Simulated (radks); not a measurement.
Results of a calculation; reference values are marked as such.
The iodine ion I+, 52 electrons, occupied as [Kr] 4d10 5s2 5p3 4f1 (not the ground configuration). Code: a radial shooting solver on a logarithmic mesh with Libxc functionals. Model: scalar-relativistic Kohn-Sham, LDA (Slater exchange, Perdew-Wang correlation), spin-polarised, spherical densities, finite nucleus; open shells are filled with parallel spins first (spin-orbit coupling, left out, can overturn this in heavy ions); Fermi nuclear charge, rms radius 4.75 fm. Some entries of the table are withheld. Estimate them.

orbital,occ.,eigenvalue (hartree),<r^2> (bohr^2)
1s up,1,-1211.317,0.001006
1s down,1,-1211.313,0.001006
2s up,1,-187.6810,0.01622
2s down,1,-187.6785,0.01622
2p up,3,-168.6164,0.01283
2p down,3,-168.6127,0.01283
3s up,1,-38.32164,0.1131
3s down,1,-38.31741,0.1131
3p up,3,-32.14146,0.1132
3p down,3,-32.13687,0.1132
3d up,5,-22.85507,0.09871
3d down,5,-22.85077,0.09870
4s up,1,-7.19425,0.6192
4s down,1,-7.18477,0.6185
4p up,3,-5.25342,0.7159
4p down,3,-5.24278,0.7139
4d up,5,-2.42355,0.9955
4d down,5,-2.40661,0.9825
5s up,1,-1.19202,3.964
5s down,1,-1.11364,3.946
5p up,3,(1),5.542
5p down,0,(2),5.678
4f up,1,-0.09539,(3)
4f down,0,-0.07479,(4)

Answer. 
(1) 5p up eigenvalue (hartree): -0.76994
(2) 5p down eigenvalue (hartree): -0.68900
(3) 4f up <r^2> (bohr^2): 56.25
(4) 4f down <r^2> (bohr^2): 86.53
